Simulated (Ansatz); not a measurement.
MoN₄H₆⁺, that is MoN(NH2)3 with one electron fewer. The state is a doublet with charge 1. Geometry PBE-D4/def2-SVP, that of the neutral singlet; atoms count from 1.

```xyz
11

Mo    0.2176    0.1751   -0.1945
N     1.2703    1.0246   -1.1374
N     0.2664   -1.6471   -0.9108
H     0.8387   -1.9570   -1.7007
H    -0.2815   -2.4342   -0.5469
N    -1.5050    1.0744   -0.4399
H    -2.3819    0.7936    0.0123
H    -1.6663    1.8911   -1.0353
N     0.9381    0.3300    1.6201
H     0.5152   -0.0886    2.4556
H     1.7884    0.8381    1.8776
```

In the def2 sets Mo takes a core potential; there is no spin–orbit coupling.

(1) Estimate the Mulliken populations from the PBE0/def2-TZVP orbitals of Ansatz.

(2) Where does the spin sit?

(3) And the Mayer bond orders between heavy atoms (over 0.3)?

## Answers

(1) 
```json
{"atom": "Mo1", "charge (e)": "1.40", "spin (α − β)": "-0.40", "d electrons": "4.00"}
{"atom": "N2", "charge (e)": "-0.36", "spin (α − β)": "0.02", "d electrons": "–"}
{"atom": "N3", "charge (e)": "-0.63", "spin (α − β)": "0.49", "d electrons": "–"}
{"atom": "H4", "charge (e)": "0.32", "spin (α − β)": "-0.01", "d electrons": "–"}
{"atom": "H5", "charge (e)": "0.30", "spin (α − β)": "-0.02", "d electrons": "–"}
{"atom": "N6", "charge (e)": "-0.63", "spin (α − β)": "0.49", "d electrons": "–"}
{"atom": "H7", "charge (e)": "0.30", "spin (α − β)": "-0.02", "d electrons": "–"}
{"atom": "H8", "charge (e)": "0.32", "spin (α − β)": "-0.01", "d electrons": "–"}
{"atom": "N9", "charge (e)": "-0.63", "spin (α − β)": "0.49", "d electrons": "–"}
{"atom": "H10", "charge (e)": "0.30", "spin (α − β)": "-0.02", "d electrons": "–"}
{"atom": "H11", "charge (e)": "0.32", "spin (α − β)": "-0.01", "d electrons": "–"}
```
Mulliken values depend strongly on the basis.

(2) Summed by element: Mo -0.40, N 1.49, H -0.09, of 1 unpaired in all. Largest on single atoms: N9 0.49, N3 0.49, N6 0.49.

(3) Mo1–N2 2.79 (1.65 Å); Mo1–N3 0.92 (1.96 Å); Mo1–N6 0.92 (1.96 Å); Mo1–N9 0.92 (1.96 Å).
